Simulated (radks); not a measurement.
Values are calculated unless marked as measured or tabulated.
S9+, configuration [He] 2s2 2p3. Code: a radial shooting solver on a logarithmic mesh with Libxc functionals. Model: Dirac Kohn-Sham, relativistic LDA (MacDonald-Vosko exchange, VWN5 correlation), spin-unpolarised, spherical densities, finite nucleus; open shells fill j = l - 1/2 first; Fermi nuclear charge, rms radius 3.2611 fm.

Radial electron density D(r) = 4 pi r^2 rho(r):

```
   r/bohr * D(r) (the largest magnitude, 18.2, reaches the edge; | marks zero)
  0.00463 | *
 0.005097 | *
 0.005656 |  *
 0.006225 |  *
 0.006853 |   *
 0.007543 |    *
  0.00837 |     *
 0.009213 |      *
  0.01014 |       *
  0.01116 |        *
  0.01239 |          *
  0.01363 |            *
  0.01501 |              *
  0.01652 |                *
  0.01833 |                  *
  0.02018 |                     *
  0.02221 |                        *
  0.02445 |                           *
  0.02713 |                               *
  0.02986 |                                  *
  0.03287 |                                      *
  0.03618 |                                         *
  0.04015 |                                             *
   0.0442 |                                                *
  0.04865 |                                                   *
  0.05355 |                                                    *
  0.05942 |                                                      *
  0.06541 |                                                      *
    0.072 |                                                     *
  0.07925 |                                                    *
  0.08794 |                                                 *
   0.0968 |                                              *
   0.1066 |                                          *
   0.1173 |                                      *
   0.1301 |                                  *
   0.1433 |                               *
   0.1577 |                            *
   0.1736 |                           *
   0.1926 |                           *
    0.212 |                            *
   0.2334 |                              *
   0.2569 |                                *
    0.285 |                                  *
   0.3138 |                                   *
   0.3454 |                                   *
   0.3802 |                                  *
   0.4218 |                               *
   0.4643 |                           *
   0.5111 |                      *
   0.5626 |                 *
   0.6243 |            *
   0.6872 |        *
   0.7564 |     *
   0.8327 |  *
   0.9239 | *
    1.017 |*
    1.119 *
    1.232 *
    1.367 *
    1.505 *
```

D(r) has 2 maxima, at r = 0.0639, 0.332 bohr, and minima at 0.184 bohr, inside which lie 2.24 electrons.
